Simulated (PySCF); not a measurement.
## Electron correlation in Ga⁺ (gallium, charge +1)

[Ar] 3d10 4s1 4p1, high-spin 3P determinant (an excited configuration). All numbers are calculated (PySCF 2.14, the spin-free X2C one-electron Hamiltonian (Gaussian nucleus), in x2c-QZVPPall (11s7p5d4f1g, 94 functions)). Frozen: [Ne]; 20 electrons correlated.

```csv
level,correlation energy (mhartree)
CCSD,-692.63
(T),-11.63
CCSD(T),-704.26
```

Diagnostics: T1 = 0.0089, D1 = 0.0282, largest double amplitude 0.029.

Cost of the coupled-cluster step: roughly 3 core-minutes, for 20 correlated electrons.

Iterations:

```
CC2 = 0
CCSD nocc = (np.int64(11), np.int64(9)), nmo = (89, 89)
frozen orbitals [[0, 1, 2, 3, 4], [0, 1, 2, 3, 4]]
max_cycle = 100
direct = 0
conv_tol = 1e-08
conv_tol_normt = 1e-06
diis_space = 8
diis_start_cycle = 0
Init t2, MP2 energy = -0.763473749528254
Init E_corr(UCCSD) = -0.763473749529684
cycle = 1  E_corr(UCCSD) = -0.665516069861423  dE = 0.0979576797  norm(t1,t2) = 0.0829917
cycle = 2  E_corr(UCCSD) = -0.698889589873986  dE = -0.03337352  norm(t1,t2) = 0.0315257
cycle = 3  E_corr(UCCSD) = -0.692589790630028  dE = 0.00629979924  norm(t1,t2) = 0.0162875
cycle = 4  E_corr(UCCSD) = -0.692195862958108  dE = 0.000393927672  norm(t1,t2) = 0.00279624
cycle = 5  E_corr(UCCSD) = -0.692645179395092  dE = -0.000449316437  norm(t1,t2) = 0.00072968
cycle = 6  E_corr(UCCSD) = -0.69265002094871  dE = -4.84155362e-06  norm(t1,t2) = 0.000222719
cycle = 7  E_corr(UCCSD) = -0.692622829544571  dE = 2.71914041e-05  norm(t1,t2) = 8.65299e-05
cycle = 8  E_corr(UCCSD) = -0.692628282026505  dE = -5.45248193e-06  norm(t1,t2) = 2.60039e-05
cycle = 9  E_corr(UCCSD) = -0.692629337586809  dE = -1.0555603e-06  norm(t1,t2) = 8.56763e-06
cycle = 10  E_corr(UCCSD) = -0.692628621697481  dE = 7.15889327e-07  norm(t1,t2) = 3.0528e-06
cycle = 11  E_corr(UCCSD) = -0.69262860150713  dE = 2.01903511e-08  norm(t1,t2) = 1.68486e-06
cycle = 12  E_corr(UCCSD) = -0.692628659146565  dE = -5.76394351e-08  norm(t1,t2) = 3.82377e-07
cycle = 13  E_corr(UCCSD) = -0.692628629727837  dE = 2.94187287e-08  norm(t1,t2) = 1.19433e-07
cycle = 14  E_corr(UCCSD) = -0.692628634591528  dE = -4.86369078e-09  norm(t1,t2) = 2.10942e-08
UCCSD converged
E(UCCSD) = -1942.550629406612  E_corr = -0.6926286345915276
UCCSD(T) correction = -0.011629068390546
```

The basis was made for the ground configuration and has no added diffuse functions, which can raise the energy of the promoted electron.

This basis was not built for core-valence correlation, so the inner-shell part is incomplete.
